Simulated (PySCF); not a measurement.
# Whose spectrum? (photoacid generator ion pair)

All values: TDA CAM-B3LYP/def2-SVP, gas phase, PySCF SCF with an in-house response code, fitting set def2-universal-JFIT up to Ne and JKFIT beyond, grid level 1 (kernel 0), vertical, one conformer each, geometries GFN2-xTB; core orbitals frozen in the response, virtual orbitals above 1.5 Eh left out. The lowest 6 singlets were sought, and the brightest is taken among them. The runs took 5 to 50 CPU minutes each on shared server CPUs.

Some members have small gaps, where a closed-shell solution may not be the ground state. Spin-orbit coupling is left out, which matters for the heavier atoms here.

One system has its HOMO at -8.53 eV, its LUMO at -1.99 eV and these singlet states:

```
state    eV      f
   S1  3.55  0.008
   S2  3.89  0.052
   S3  4.00  0.003
   S4  4.16  0.019
   S5  4.30  0.009
   S6  4.44  0.009
```

**Question.** Which is it?
A. F[B-](F)(F)F.c1ccc([I+]c2ccccc2)cc1 (C12H10BF4I)
B. O=S(=O)([O-])C(F)(F)C(F)(F)C(F)(F)C(F)(F)C(F)(F)C(F)(F)C(F)(F)C(F)(F)F.c1ccc([I+]c2ccccc2)cc1 (C20H10F17IO3S)
C. O=S(=O)([O-])c1c(F)c(F)c(F)c(F)c1F.c1ccc([I+]c2ccccc2)cc1 (C18H10F5IO3S)
D. O=S(=O)([C-](S(=O)(=O)C(F)(F)F)S(=O)(=O)C(F)(F)F)C(F)(F)F.c1ccc([I+]c2ccccc2)cc1 (C16H10F9IO6S3)
E. c1ccc([B-](c2ccccc2)(c2ccccc2)c2ccccc2)cc1.c1ccc([I+]c2ccccc2)cc1 (C36H30BI)

**Answer.** B.

**Question.** How do the candidates compare?

**Answer.** 
| system | HOMO / eV | LUMO / eV | S1 / eV | f(S1) | brightest state sought / eV |
| --- | --- | --- | --- | --- | --- |
| F[B-](F)(F)F.c1ccc([I+]c2ccccc2)cc1 | -8.95 | -1.91 | 4.13 | 0.103 | 4.13 |
| O=S(=O)([C-](S(=O)(=O)C(F)(F)F)S(=O)(=O)C(F)(F)F)C(F)(F)F.c1ccc([I+]c2ccccc2)cc1 | -8.91 | -1.44 | 4.29 | 0.006 | 4.29 |
| O=S(=O)([O-])C(F)(F)C(F)(F)C(F)(F)C(F)(F)C(F)(F)C(F)(F)C(F)(F)C(F)(F)F.c1ccc([I+]c2ccccc2)cc1 | -8.53 | -1.99 | 3.55 | 0.008 | 3.89 |
| O=S(=O)([O-])c1c(F)c(F)c(F)c(F)c1F.c1ccc([I+]c2ccccc2)cc1 | -8.43 | -2.03 | 3.21 | 0.001 | 3.70 |
| c1ccc([B-](c2ccccc2)(c2ccccc2)c2ccccc2)cc1.c1ccc([I+]c2ccccc2)cc1 | -6.13 | -3.69 | 0.82 | 0.003 | 1.80 |
